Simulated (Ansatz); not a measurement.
Molecule: SbBr2, net charge 0, doublet state. It need not be the lowest isomer of its formula. SMILES: [Br][Sb][Br]
Geometry: optimised at B3LYP-D3(BJ)/def2-TZVP (Ansatz, a program for electronic structure).

Parts of the frozen-core correlation energy in STO-3G (Ansatz, hartree). Frozen orbitals: 51; correlated occupied orbitals by spin: 10 and 9; virtual: 2 and 3. Open shells are spin-unrestricted. Spin-orbit coupling is left out. Past Kr the def2 sets carry scalar-relativistic core potentials. STO-3G rows are all-electron and non-relativistic.

| term | value |
|---|---|
| reference (HF) | -11340.78639 |
| MP2 opposite-spin | -0.02424 |
| MP2 same-spin | -0.00295 |
| CCSD correlation | -0.03816 |
| (T) | -0.00102 |
| T1 diagnostic | 0.013 |
| largest doubles amplitude | 0.077 |
| <S^2> of the reference | 0.759 |
